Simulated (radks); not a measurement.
The numbers below are computed, except where a source is named.
Excited configurations of S I: one electron is placed in a higher orbital outside [Ne] 3s2 3p3. The ground configuration is [Ne] 3s2 3p4. Level of theory: scalar-relativistic Kohn-Sham, r2SCAN, spin-polarised, spherical densities, finite nucleus; open shells are filled with parallel spins first; meta-GGA in the generalised Kohn-Sham scheme; Fermi nuclear charge, rms radius 3.2611 fm (a radial shooting solver on a logarithmic mesh with Libxc functionals). Excitation = E - E(ground); binding = E(ion) - E, where the ion is the core of charge +1; n* = 1/sqrt(2 binding) in atomic units, and the quantum defect is n - n*.

| outer orbital | excitation (eV) | binding (eV) | n* | quantum defect | eigenvalue (eV) | <r> (bohr) |
|---|---|---|---|---|---|---|
| 4s | 6.216 | 3.722 | 1.912 | 2.088 | -2.256 | 5.698 |
| 4p | 7.479 | 2.459 | 2.352 | 1.648 | -1.394 | 7.645 |
| 5p | 8.667 | 1.271 | 3.272 | 1.728 | -0.781 | 15.99 |
| 6d | 9.397 | 0.541 | 5.013 | 0.987 | -0.340 | 37.96 |
| 7d | 9.548 | 0.390 | 5.906 | 1.094 | -0.255 | 54.43 |
| 7f | 9.618 | 0.320 | 6.517 | 0.483 | -0.208 | 64.84 |

The Delta-SCF ionisation energy is 9.938 eV (NIST Atomic Spectra Database: 10.360 eV, measured). Self-interaction in the functional shifts the binding energies and quantum defects, so they are the method's values and not measured ones. Open shells are spherical and high-spin; term and fine-structure splittings are not resolved.
